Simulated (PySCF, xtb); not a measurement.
C2H5OS, SMILES [CH2]S(C)=O, multiplicity 2.

Geometry: B3LYP-D3(BJ)/def2-SVP. The isomer is the one that the SMILES or the coordinates give; other isomers of the formula were not compared.

Computed with PySCF with C-PCM-B3LYP/def2-SVP.

The values are the electrostatic part of the solvation free energy, E(continuum) − E(gas) at the gas-phase geometry, in a cavity of scaled van der Waals radii (PySCF's table); cavitation and dispersion terms are not included. The dipole moment in vacuum is 3.65 D.

| solvent | ε | ΔG(elec) (kcal/mol) | dipole (D) |
|---|---|---|---|
| water | 78.36 | -7.8 | 4.86 |
| benzene | 2.27 | -4.0 | 4.26 |
| tetrahydrofuran | 7.43 | (withheld) | (withheld) |

Question: Fill in the missing entries. (The exact figures need the calculation; the answer reports its results.)

Answer: 
- tetrahydrofuran, ΔG(elec) (kcal/mol): -6.7
- tetrahydrofuran, dipole (D): 4.67

For comparison, GFN2-xTB/ALPB(water) (xtb, at the GFN2-xTB geometry, all terms of that model) gives -7.0 kcal/mol.
